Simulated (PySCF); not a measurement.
Structure problem from calculated spectra and properties.

Formula: C6H11Cl.

* Dipole: 2.19 D [PBE0/pcSseg-1]
* 13C NMR: chemical shifts (computed TMS as zero) by class: 64.6 (1 C), 36.2 (2 C), 27.8 (1 C), 21.6 (2 C) ppm [GIAO PBE0/pcSseg-1]
* NMR, other nuclei: isotropic shieldings of nuclei other than C and H, by class: 804 (1 Cl) ppm [GIAO PBE0/pcSseg-1]
* Rotational structure: rotational constants A, B, C: 3.214, 1.776, 1.525 GHz [PBE0-D3(BJ)/def2-SVP]
* 1H NMR: chemical shifts (computed TMS as zero) by class: 4.13 (1 H), 1.93 (2 H), 1.80 (2 H), 1.59 (1 H), 1.46 (2 H), 1.27 (2 H), 1.07 (1 H) ppm [GIAO PBE0/pcSseg-1]

Electronic properties: PySCF, gas phase, density fitting. Levels stand in brackets. Isolated species at its PBE0-D3(BJ)/def2-SVP geometry (one conformer only). NMR classes are plain means over equivalent atoms (diastereotopic ones count apart unless rotation or inversion swaps them), as if these changed places fast.

**Question.** Give a SMILES that accounts for the data.

**Answer.** Numbering: `[Cl:1][CH:2]1[CH2:3][CH2:4][CH2:5][CH2:6][CH2:7]1`. Its formula, C6H11Cl, gives 1 degree of unsaturation: 1 ring and 0 π bonds in the structure found. 6 carbons fall into 4 classes; from least to most shielded: sp3 C–Cl carbon [C2] (64.6 ppm), ring CH2 carbon [C3/C7] (36.2 ppm, 2 C), ring CH2 carbon [C5] (27.8 ppm), ring CH2 carbon [C4/C6] (21.6 ppm, 2 C). Hydrogen classes from least to most shielded: 1 H on an sp3 C–Cl carbon, C2 (4.13 ppm), 2 H on 2 ring CH2 carbons, C4/C6 (1.93 ppm), 2 H on 2 ring CH2 carbons, C3/C7 (1.80 ppm), 1 H on a ring CH2 carbon, C5 (1.59 ppm), 2 H on 2 ring CH2 carbons, C3/C7 (1.46 ppm), 2 H on 2 ring CH2 carbons, C4/C6 (1.27 ppm), 1 H on a ring CH2 carbon, C5 (1.07 ppm). The other shieldings belong to: 804 ppm, alkyl chlorine [Cl1]. The optimised geometry has point group Cs and is an asymmetric top. Structure: `ClC1CCCCC1`. The assignments are read from this structure; whether some other isomer fits the data as well wasn't checked.
